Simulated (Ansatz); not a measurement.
Relaxation of CH6FNSi (10 atoms, charge 0, multiplicity 1), to a largest force component of 0.03 eV/Å in at most 50 steps.

The calculation used Ansatz 0.2.0, RKS PBE-D4/cc-pVDZ.

```xyz
10
Properties=species:S:1:pos:R:3
Si 0.245 0.148 -0.941
F 1.303 -0.330 1.599
H 1.981 0.036 1.067
N -0.976 1.381 -0.735
H -1.970 1.218 -0.525
H -0.761 2.382 -0.761
C -0.901 -1.395 -0.755
H -1.335 -1.428 0.269
H -1.742 -1.363 -1.483
H -0.344 -2.339 -0.916
```

Question: Where does it end, and by what steps?

Answer: It converged. After 8 steps the energy has fallen by 0.082 eV; H3 moved furthest, 0.39 Å.

```csv
step,energy less start (eV),largest force component (eV/Å),accepted
0,0.0000,0.384,yes
1,-0.0437,0.405,yes
2,-0.0677,0.652,yes
3,-0.0702,0.361,yes
4,-0.0769,0.343,yes
5,-0.0803,0.238,yes
6,-0.0796,0.082,no
7,-0.0819,0.063,yes
8,-0.0823,0.015,yes
```

```xyz
10
Properties=species:S:1:pos:R:3
Si 0.256 0.122 -0.764
F 1.398 -0.246 1.656
H 1.708 0.046 0.788
N -0.940 1.382 -0.694
H -1.957 1.253 -0.628
H -0.681 2.371 -0.668
C -0.893 -1.418 -0.733
H -1.369 -1.501 0.269
H -1.700 -1.349 -1.494
H -0.322 -2.351 -0.913
```

Run time: 6.1 s on 2 threads of AMD EPYC 9R45 96-Core Processor (Zen 5), with other jobs on the host, peak memory 0.17 GiB.
